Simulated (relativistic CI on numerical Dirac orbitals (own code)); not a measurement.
## Crystal-field levels of Ru3+, 4d5

Calculated by Dirac-Coulomb-Breit CI, separate exchange-only KLI orbitals for each configuration, a model potential for QED, valence Slater integrals scaled by 0.65, one configuration in a parametric crystal field (own radial code).

Field parameters in Wybourne normalisation: Td as Oh with Dq negative (B⁴₀ = 21Dq, B⁴₄ = √(5/14) B⁴₀). The field is a parameter set, without covalency.

S is read from ⟨S²⟩ = S(S + 1).

Levels (cm⁻¹, degeneracy): 0 (2), 2 (4), 6818 (4), 7713 (2), 8571 (2), 8721 (4), 10055 (4), 11278 (2), 12543 (2), 12614 (2), 12685 (4), 12689 (4).

Task: Which field gives this pattern?
A. Td, 10Dq = -6900 cm⁻¹
B. Td, 10Dq = -10300 cm⁻¹
C. Td, 10Dq = -10950 cm⁻¹
D. Td, 10Dq = -7200 cm⁻¹

Result: C. Td, 10Dq = -10950 cm⁻¹, ground level with S = 2.47.
